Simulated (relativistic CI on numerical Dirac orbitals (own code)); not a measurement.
## Electric-dipole lines of Cr VI

These numbers are calculated, not measured: Dirac-Coulomb-Breit CI, separate exchange-only KLI orbitals for each configuration, QED by a radiative potential, valence Slater integrals scaled by 0.85, P86 correlation estimate, and configurations built on the next ion tied to the tabulated ionisation energy (semi-empirical) (own radial code, finite nucleus).

CI space (outside the closed core [Ne]): 3s2.3p6.3d, 3s2.3p6.4s, 3s2.3p6.4p, 3s2.3p6.4d, 3s2.3p6.5s, 3s2.3p6.4f, 3s2.3p5.3d2, 3s2.3p4.3d3, 3s.3p6.3d2, 3s2.3p6.5p, 3s2.3p6.5d, 3s2.3p6.5f, 3s2.3p6.5g, 3s2.3p5.3d.4s, 3p6.3d3, 3s2.3p5.3d.4p, 3s.3p5.3d3, 3s2.3p5.3d.4d, 3s2.3p5.3d.5s, 3s2.3p5.3d.4f. Levels of other configurations are missing.

```tsv
λ vac (Å)	Lower	Upper	A (s⁻¹)	log gf	S velocity/length
174.98	3s2.3p6.3d 2D_3/2 [1]	3s2.3p6.5f 2F°_5/2 [60]	5.08e+10	0.15	0.87
175.24	3s2.3p6.3d 2D_5/2 [2]	3s2.3p6.5f 2F°_7/2 [61]	5.55e+10	0.31	0.87
203.67	3s2.3p6.3d 2D_5/2 [2]	3s2.3p6.4f 2F°_7/2 [53]	1.36e+11	0.83	0.98
203.72	3s2.3p6.3d 2D_5/2 [2]	3s2.3p6.5p 2P°_3/2 [52]	1.26e+10	-0.50	0.76
203.86	3s2.3p6.3d 2D_3/2 [1]	3s2.3p6.4f 2F°_5/2 [50]	1.23e+11	0.66	0.98
204.24	3s2.3p6.3d 2D_5/2 [2]	3s2.3p6.4f 2F°_5/2 [50]	6.82e+09	-0.59	1.00
333.27	3s2.3p6.3d 2D_5/2 [2]	3s2.3p6.4p 2P°_3/2 [5]	9.04e+09	-0.22	0.80
334.24	3s2.3p6.3d 2D_3/2 [1]	3s2.3p6.4p 2P°_1/2 [4]	1.00e+10	-0.47	0.80
616.47	3s2.3p6.4p 2P°_3/2 [5]	3s2.3p6.5s 2S_1/2 [49]	5.35e+09	-0.21	0.99
939.46	3s2.3p6.4p 2P°_1/2 [4]	3s2.3p6.4d 2D_3/2 [37]	3.69e+09	0.29	0.94
953.36	3s2.3p6.4p 2P°_3/2 [5]	3s2.3p6.4d 2D_5/2 [38]	4.28e+09	0.54	0.94
955.38	3s2.3p6.4p 2P°_3/2 [5]	3s2.3p6.4d 2D_3/2 [37]	7.10e+08	-0.41	0.94
1163.9	3s2.3p6.4d 2D_5/2 [38]	3s2.3p6.5p 2P°_3/2 [52]	1.65e+09	0.13	1.06
1411.7	3s2.3p6.4s 2S_1/2 [3]	3s2.3p6.4p 2P°_3/2 [5]	8.73e+08	0.02	0.99
1447.9	3s2.3p6.4s 2S_1/2 [3]	3s2.3p6.4p 2P°_1/2 [4]	8.07e+08	-0.29	0.99
2181.2	3s2.3p6.5p 2P°_1/2 [51]	3s2.3p6.5d 2D_3/2 [58]	9.99e+08	0.45	0.91
2210.1	3s2.3p6.5p 2P°_3/2 [52]	3s2.3p6.5d 2D_5/2 [59]	1.16e+09	0.71	0.91
2891.8	3s2.3p6.5d 2D_3/2 [58]	3s2.3p6.5f 2F°_5/2 [60]	6.88e+08	0.71	0.95
2894.5	3s2.3p6.5d 2D_5/2 [59]	3s2.3p6.5f 2F°_7/2 [61]	7.35e+08	0.87	0.95
3496.8	3s2.3p6.5s 2S_1/2 [49]	3s2.3p6.5p 2P°_3/2 [52]	2.17e+08	0.20	0.76
```

Terms are leading LS components. Brackets give the number of a level in order of energy, since labels repeat. The list gives strong lines, with weight on those to low levels, without configurations that were not tied to measured data, among the lowest 197 of 892 levels, so that lines to higher ones, which can be the strongest, are missing, and without 6 lines that miss the measured interval by over 7 %, start from a term whose rates miss tabulated ones by over 60 %, have gauges far apart or, lacking measured levels, span too small a gap for the errors found; lines with a level outside our table were not tested and can miss by more. Levels whose partners in the same complex of configurations lie outside the list can be far off, and so can their lines. Rates are taken at the computed energies, electric ones in the length gauge. A velocity-to-length ratio far from 1 marks an uncertain rate.

Configurations that consist of the next ion and one excited electron were tied to the tabulated ionisation energy; Rydberg ones are usually within 1,000 to 3,000 cm⁻¹ and the lowest ones within about 6,000 (9,000 in d shells), while levels on excited terms of the next ion carry the error of that term, and the other configurations can be misplaced by 10,000 cm⁻¹ or more. Rates follow the energies as ν³ (E1, M1) or ν⁵ (E2), so rates, branching and lifetimes can be off by large factors. 31 of the 51 excited levels that our extract of the measured tables holds in this range could be paired (the sources list more); they are missed by 14227 cm⁻¹ on average and 28864 at most, and levels without a partner can miss by more.

LS names give the leading component of a level, which can be under half, so a name can repeat, a term be missing and a line seem to break the LS rules.
